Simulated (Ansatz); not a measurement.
`C[S][Mg][SH]` + `C[Si]N` → `[NH2][Mg][SH]` + `C[Si]SC`  (redistribution)

Isolated molecules relaxed with PBE0-D4/def2-TZVP in Ansatz; ΔE leaves out vibrations. CCSD(T)/CBS adds triple-zeta CCSD(T) − MP2 to the extrapolated MP2 energy (def2 sets, frozen cores). This one scheme is used for every species. DFT in def2-TZVPP. B3LYP here is the variant with VWN-RPA as its local correlation; programs differ in this. For Mg outer-core shells are correlated without core-valence functions, which leaves a few kJ/mol of doubt a bond. Each species was taken in one conformer, which may not be the lowest.

| level | ΔE (eV) |
| --- | --- |
| PBE-D4 | 0.42 |
| B3LYP-D4 | 0.49 |

(1) What does CCSD(T)/CBS give? (An estimate is asked.)

Largest T1 diagnostic among the species: 0.014.

Results:

(1) Ansatz gave: +0.49 eV. The listed levels differ from it by -0.07, 0.00 eV.

In def2-TZVPP, CCSD(T) changes the Hartree–Fock value by −0.20 eV (the triples alone add −0.04 eV) and MP2 by −0.24 eV. The D4 term adds −0.04 eV with B3LYP and −0.02 eV with PBE0; it sums over pairs of atoms, weighted by their polarisabilities, and B3LYP, whose exchange is more repulsive, gets the larger term.
